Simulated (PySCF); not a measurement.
## Polarisability and C₆ of Se (selenium, neutral)

[Ar] 3d10 4s2 4p4, high-spin 3P determinant. Computed with PySCF 2.14 in dyall-av2z (16s12p8d, 92 functions), with no relativity, point nucleus. Coupled (time-dependent) response in atomic units; α is the mean over directions. A double-zeta set is small for polarisabilities.

```tsv
method	mean α (bohr³)	α xx, yy, zz	C₆ (like pair)	S(−4)
UHF	23.93	22.35, 27.10, 22.35	200.4	131.4
PBE	25.77	23.72, 29.89, 23.72	218.3	170.1
PBE0	24.98	23.14, 28.66, 23.14	210.4	152.1
r2SCAN0	24.51	22.82, 27.89, 22.82	209.8	136.2
PW91	25.82	23.75, 29.97, 23.75	218.5	172.2
```

S(−4) is the Cauchy moment in α(ω) = α(0) + S(−4) ω² + …

Reference α: 28.9 ± 1 bohr³ (recommended; Schwerdtfeger and Nagle, table of static dipole polarizabilities (2023 update)). Published C₆: 210.0 (Chu and Dalgarno (2004); Tang, Norbeck and Certain (1976)).

Spin-orbit coupling is absent.

α(iu) at UHF:

| u (hartree) | α(iu) (bohr³) |
| --- | --- |
| 0 | 23.93 |
| 0.0500 | 23.61 |
| 0.100 | 22.71 |
| 0.200 | 19.86 |
| 0.300 | 16.61 |
| 0.500 | 11.17 |
| 0.750 | 6.962 |
| 1.00 | 4.616 |
| 1.50 | 2.396 |
| 2.00 | 1.454 |
| 3.00 | 0.7029 |
| 5.00 | 0.2800 |

The components differ because the open shell of this determinant is not spherical; for a pure term their mean is the scalar polarisability.
